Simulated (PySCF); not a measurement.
# A thermochemical cycle for RuH

PBE0 in PySCF with def2-TZVPPD on every atom (core potentials on Ru), for the lowest determinant that a PBE0 search found; no spin–orbit coupling. RuH, a quartet (σ ↑, δ ↑↑), has De = 2.63 eV to neutral atoms, and RuH⁺, a quintet (σ ↑, π ↑, δ ↑↑), has De = 1.99 eV to H + Ru⁺ (4d7).

The adiabatic ionisation energy of RuH, between the minima, is 8.14 eV.

Problem. Which ionisation energy of the Ru atom does this level give?

Solution. IE(Ru) = IE(molecule) + De(ion) − De(neutral) = 8.14 + 1.99 − 2.63 = 7.50 eV; the measured value is 7.361 eV (NIST ASD).

The metal atom is held in its measured ground configuration; semilocal functionals can put another filling of s and d lower by some tenths of an eV, and De to that atom would be smaller. These are scalar-relativistic numbers at best; spin–orbit coupling would shift them, the dissociation energy most. For an ion De counts to the pair picked by the measured ionisation energies or electron affinities, which need not be the lowest pair at this level. The state is the lowest single determinant that the PBE0 search found; with open d or f shells the true ground state can be another one.
